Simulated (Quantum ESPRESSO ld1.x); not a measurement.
One sound ld1.x (Quantum ESPRESSO 7.5) input for the terbium ion Tb+ gives E = -11700.982 hartree in 33 iterations:

```
 &input
    zed=65.0,
    iswitch=1,
    rel=1,
    dft='PW',
    config='[Xe] 4f9 6s1',
    verbosity='high',
    prefix='ld1',
    max_out_wfc=37,
    file_charge='ld1.rho',
 /
```

Changed or added lines, one case at a time, and what came of them:

- atom='Tb': harmless. atom and zed name the same element, and the result equals that of the sound run.
- isic=1 latt=1: refused. The program stops in ld1_readin with "isic and latter correction not allowed": the two corrections exclude each other.
- dft='PBEE': silently wrong. The misspelt name is not refused: the parser picks the pieces it recognises inside the string (index line 0 0 3 4 0 0 0), so another functional than the one meant is run.
- relpert=.true.: refused. The program stops in ld1_readin with "perturbative SO-splitting for AE calculations with rel=0 only": the perturbative correction needs rel = 0.
- dft='R2SCAN': refused. The program stops in set_dft_from_name with "libxc needed for this functional": this build has no Libxc.
- rel=4: refused. The program stops in ld1_readin with "wrong rel": rel takes 0, 1 or 2.
- rel=2 cau_fact=45.98: crashed. The program stops in dirsol with "no classical turning point found": with c below Z the Dirac equation of a point nucleus has no 1s solution.
